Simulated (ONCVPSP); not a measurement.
# Plane-wave convergence, ONCV potential for magnesium

- Element: magnesium
- Generator: ONCVPSP 4.0.1
- Type: optimised norm-conserving Vanderbilt (ONCV)
- Functional: PBEsol
- Relativity: scalar-relativistic
- Frozen core: [Ne]
- Valence charge: 2
- Reference configuration: 3s2
- Partial waves: 3s: rc 2.90 bohr, ncon 4, nbas 8, qcut 2 1/bohr, 1 projector; p scattering state at 0.04 Ha: rc 3.15 bohr, ncon 3, nbas 6, qcut 2.1 1/bohr, 2 projectors, debl 0.9 Ha
- Local potential: polynomial inside 2.70 bohr (lpopt 3, dvloc0 1 Ha)
- Core correction: polynomial model core, fcfact 0.25

In the p channel the program set the typed energies aside and used 0.050, 0.950 Ha.

Q: For each optimised wave give the share of its norm inside rc, the residual kinetic energy above qcut (Ha) and the cutoffs (Ha) for errors of 10, 1, 0.1 and 0.01 mHa per electron.

A:

| wave | norm inside rc | residual KE | 10 mHa | 1 mHa | 0.1 mHa | 0.01 mHa |
| --- | --- | --- | --- | --- | --- | --- |
| 3s | 0.479 | 1.9e-03 | 0.5 | 2.9 | 18.0 | 21.9 |
| p projector 1 | 0.087 | 2.8e-06 | 0.5 | 1.0 | 1.4 | 1.9 |
| p projector 2 | 0.194 | 1.0e-03 | 1.8 | 2.5 | 4.0 | 13.2 |

The occupied waves need 2.9 Ha and 18 Ha for 1 and 0.1 mHa.
